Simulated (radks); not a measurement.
Removal energies from the nickel ion Ni5+, [Ar] 3d(3/2: 4, 5/2: 1), by Delta-SCF beside the eigenvalue of the level emptied. Calculated with a radial shooting solver on a logarithmic mesh with Libxc functionals: Dirac Kohn-Sham, BLYP, spin-unpolarised, spherical densities, finite nucleus; Fermi nuclear charge, rms radius of each element as measured or else 0.836 A^(1/3) + 0.57 fm. Sub-shells are occupied by j as written (lower j first in brackets).

| removed from | final configuration | Delta-SCF (eV) | -eigenvalue (eV) |
|---|---|---|---|
| 3d5/2 | [Ar] 3d(3/2: 4, 5/2: 0) | 104.75 | 91.985 |
| 3d3/2 | [Ar] 3d(3/2: 3, 5/2: 1) | 105.10 | 92.312 |
| 3p3/2 | [Ne] 3s2 3p(1/2: 2, 3/2: 3) 3d(3/2: 4, 5/2: 1) | 169.46 | 156.25 |
| 3p1/2 | [Ne] 3s2 3p(1/2: 1, 3/2: 4) 3d(3/2: 4, 5/2: 1) | 171.97 | 158.66 |
